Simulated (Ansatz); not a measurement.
Reactions of CH4ClFOTi, SMILES `[CH3][Ti]([OH])([F])[Cl]`.

Program: Ansatz. Geometries: PBE0-D4/def2-TZVP. ΔE: electronic, gas phase. CBS: MP2 limit from def2 TZ/QZ plus the TZ coupled-cluster correction, frozen cores. This one scheme is used for every species. Functionals use def2-TZVPP. For Se, Ti outer-core shells are correlated without core-valence functions, which leaves a few kJ/mol of doubt a bond. Scalar relativity is left out up to krypton. Each species was taken in one conformer, which may not be the lowest.

```csv
reaction,MP2/CBS(def2) (kJ/mol),ωB97X-V (kJ/mol),CCSD(T)/CBS(def2) (kJ/mol)
`[CH3][Ti]([OH])([F])[Cl]` + H₂S → `[OH][Ti]([F])([SH])[Cl]` + CH₄,-126,-115,-117
`[CH3][Ti]([OH])([F])[Cl]` + `C[SeH]` → `C[Se][Ti]([OH])([F])[Cl]` + CH₄,-147,-121,-133
`[CH3][Ti]([OH])([F])[Cl]` + H₂O → `[CH3][Ti]([OH])([OH])[F]` + HCl,37,25,32
`[CH3][Ti]([OH])([F])[Cl]` + H–F → `[CH3][Ti]([F])([F])[Cl]` + H₂O,-32,-46,-37
```

Largest T1 diagnostic: 0.025, for `[OH][Ti]([F])([SH])[Cl]`, so its coupled-cluster energy is less sure.
